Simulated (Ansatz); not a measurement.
Input and output for `C=N[SiH](C)F`.

```yaml
crystal:
  periodic: [false, false, false]
  atoms:
    - {symbol: C, position_ang: [-0.160716, 2.085961, 0.713015]}
    - {symbol: N, position_ang: [-0.400056, 0.860154, 0.854471]}
    - {symbol: Si, position_ang: [0.533915, -0.473290, 0.286229]}
    - {symbol: C, position_ang: [-0.496024, -1.503096, -0.852449]}
    - {symbol: F, position_ang: [1.843877, 0.017082, -0.507995]}
    - {symbol: H, position_ang: [-0.845972, 2.834981, 1.127524]}
    - {symbol: H, position_ang: [0.717628, 2.485268, 0.185340]}
    - {symbol: H, position_ang: [1.006549, -1.214613, 1.477848]}
    - {symbol: H, position_ang: [0.070737, -2.364878, -1.211959]}
    - {symbol: H, position_ang: [-0.818408, -0.918395, -1.717250]}
    - {symbol: H, position_ang: [-1.386229, -1.866074, -0.334173]}
basis:
  gaussian: {orbitals: "6-31++G**"}
magnetization: {spin_polarized: true, initial_magnetization: 2}
hamiltonian: {xc: {name: BHLYP}, dispersion: d4}
```

```sh
$ ansatz run in.yaml --threads 4 --pin off --events-out ev --progress --plain --max-ram 10444MiB
```

Shortened log:

```
Functional definition: BHLYP
1434 factors; their error is unknown
mean field evaluation 1: about -14243.2448 eV, gradient 4.3e1 eV
mean field evaluation 2: about -14244.9511 eV, gradient 3.8e1 eV
mean field evaluation 4: about -14251.3437 eV, gradient 2.3e0 eV
mean field evaluation 8: about -14251.3832 eV, gradient 1.4e-1 eV
mean field evaluation 16: about -14251.5239 eV, gradient 2.3e-3 eV
mean field -14251.52387464 eV, -523.7338423633 hartree, gradient 2.5e-5 eV, S^2 2.009414; 2 other end points of the search recorded, 0 dependent functions left out
reference -14251.52412179 eV, -523.7338514458 hartree; 25, 23 occupied and 110, 112 virtual orbitals, 1434 factors
Total energy: -14251.77819660 eV, -523.7431885229 hartree
```

It took 4.1 s on 4 threads of an Arm Neoverse V2 on a shared host, with 0.45 GiB of host memory at the peak.
